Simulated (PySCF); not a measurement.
**Se¹⁶⁺ (selenium, charge +16) across methods**

[Ar], closed-shell 1S. Calculation: PySCF 2.14, in an uncontracted even-tempered set (17 s from 1.4 bohr⁻², ratio 2.5; 11 p from 1.8 bohr⁻², ratio 2.5; 5 d from 10 bohr⁻², ratio 2.7; 4 f from 16 bohr⁻², ratio 2.7); the non-relativistic Hamiltonian (point nucleus).

| method | E (hartree) | mean ε 2p (eV) | mean ε 3s (eV) | mean ε 3p (eV) | Σ⟨r²⟩ (bohr²) | ⟨S²⟩ |
| --- | --- | --- | --- | --- | --- | --- |
| LDA | -2268.402 | -1975.9 | -681.93 | -628.79 | 2.707 | 0.000 |
| PBE0 | -2271.713 | -1995.2 | -691.70 | -634.91 | 2.706 | 0.000 |
| r2SCAN | -2271.941 | -1985.9 | -687.30 | -631.08 | 2.706 | 0.000 |
| M06-2X | -2272.088 | -2013.4 | -698.56 | -640.55 | 2.705 | 0.000 |
| UHF | -2271.12233 | -2048.8 | -715.76 | -650.29 | 2.710 | 0.000 |
| PBEsol | -2270.057 | -1975.9 | -682.53 | -628.86 | 2.706 | 0.000 |

Task: Estimate the same row for PBE.

Result: E (hartree) = -2271.632; mean ε 2p (eV) = -1976.7; mean ε 3s (eV) = -683.08; mean ε 3p (eV) = -629.19; Σ⟨r²⟩ (bohr²) = 2.705; ⟨S²⟩ = 0.000.
